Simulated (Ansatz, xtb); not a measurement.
Stretching the C2–H3 bond in C3H9Al (SMILES [CH3][Al]([CH3])[CH3]) (multiplicity 1 held, fragments rigid). Energies count from the point at 1.096 Å.
Geometry at that point (charge 0, multiplicity 1):
```xyz
13

Al    -0.005     0.003     0.006
C     -1.377    -1.392    -0.147
H     -1.258    -1.937    -1.091
H     -2.386    -0.969    -0.166
H     -1.334    -2.129     0.658
C     -0.150     1.646    -1.056
H      0.791     1.881    -1.563
H     -0.367     2.502    -0.407
H     -0.938     1.605    -1.812
C      1.530    -0.256     1.200
H      2.111     0.655     1.358
H      2.212    -1.005     0.782
H      1.224    -0.637     2.179
```

R- and RO- levels are restricted; in cc, def2 and unpolarised 6-31G sets they are followed outwards from rest. Unrestricted levels (U-) break spin symmetry where that is lower. Curves can end on different states.

Cores are frozen in the correlated methods.

Codes used: Ansatz (a quantum-chemistry and plane-wave program); xtb for the GFN methods. Values without a source in brackets are computed. The GFN methods have no spin term and hold the electronic entropy of 300 K.

Q: One of these levels gives 738.9 kJ/mol for the energy at R = 3.508 Å. Which one is it?
A) GFN2-xTB
B) U-MP2/cc-pV(D+d)Z
C) R-HF/cc-pV(D+d)Z
D) R-SCS-MP2/cc-pV(D+d)Z

A: C, R-HF/cc-pV(D+d)Z. The others give 500.1 (GFN2-xTB), 445.2 (U-MP2/cc-pV(D+d)Z), 578.3 (R-SCS-MP2/cc-pV(D+d)Z)

Doubts at one or more of the structures used: a restricted determinant that unrestricted orbitals would lower (R-HF/cc-pV(D+d)Z, R-SCS-MP2/cc-pV(D+d)Z); a spin-contaminated determinant (U-MP2/cc-pV(D+d)Z).
